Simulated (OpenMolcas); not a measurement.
C²⁺: effect of correlating more closed shells

```yaml
Program: OpenMolcas 26.06
Basis: ANO-RCC-VTZP [4s3p2d1f]
Scalar_Hamiltonian: DKH2, point nucleus
Active_space: 2 electrons in 4 orbitals (2s 2p)
State_averaging: 2S+1 = 3 even, 3 roots; 2S+1 = 1 even, 7 roots; 2S+1 = 3 odd, 3 roots; 2S+1 = 1 odd, 3 roots
Spin-orbit_coupling: RASSI with atomic mean-field integrals over the reference wave functions, term energies averaged over their components
```

Methods on the same reference wave functions:
A. CASSCF
B. MS-CASPT2, IPEA 0.25 Eh, imaginary shift 0.1 Eh (closed shells correlated: none)
C. MS-CASPT2, IPEA 0.25 Eh, imaginary shift 0.1 Eh (closed shells correlated: 1s)

Energies in cm-1 above 2s2 1S0, the measured ground level; measured values from Moore, Selected Tables of Atomic Spectra, NSRDS-NBS 3, section 3.

```json
{"Level": "2s2 1S0", "A": "0.0", "B": "0.0", "C": "0.0", "Measured": "0.0"}
{"Level": "2s 2p 3P* 0", "A": "52999", "B": "52518", "C": "52379", "Measured": "52367"}
{"Level": "2s 2p 3P* 1", "A": "53026", "B": "52545", "C": "52406", "Measured": "52391"}
{"Level": "2s 2p 3P* 2", "A": "53080", "B": "52599", "C": "52460", "Measured": "52447"}
{"Level": "2s 2p 1P* 1", "A": "113372", "B": "105122", "C": "104557", "Measured": "102352"}
{"Level": "2p2 3P0", "A": "139277", "B": "138449", "C": "137748", "Measured": "137426"}
{"Level": "2p2 3P1", "A": "139304", "B": "138476", "C": "137774", "Measured": "137454"}
{"Level": "2p2 3P2", "A": "139356", "B": "138528", "C": "137827", "Measured": "137502"}
{"Level": "2p2 1D2", "A": "156310", "B": "148249", "C": "147688", "Measured": "145876"}
{"Level": "2p2 1S0", "A": "196407", "B": "185254", "C": "184620", "Measured": "182520"}
```

Deviations, from unrounded energies. A percentage is the sum of absolute deviations over the sum of measured energies, with the sign that they share, or ± where signs differ.

| Against measurement | Levels | A | B | C |
| --- | --- | --- | --- | --- |
| mean absolute deviation (cm-1) | 9 | 4800 | 1300 | 790 |
| other configurations (%) | 9 | +4.3 | +1.1 | +0.7 |

C lies closest to measurement on these levels and A furthest from it. The largest miss of C in the table is 2s 2p 1P* 1, by +2200 cm-1. The ranking rests on the paired levels alone, and a cruder setting can come out closer through cancelling errors.

Between B and C the level of the table that moves most is 2p2 3P1, by 700 cm-1 (lowest in C, highest in B).

The lowest spin-free term lies below A's lowest term by 0.004 hartree in B, 0.009 hartree in C.

What an inner shell adds also hangs on whether the basis holds functions to correlate it.

Measured partners are found by configuration, term and J. A level has none where our copy of the source lacks it or the pairing is in doubt (some pairs that miss far off the trend of their configuration count as doubtful), and it then counts in no deviation. Only configurations of the active space appear.

* marks odd parity.
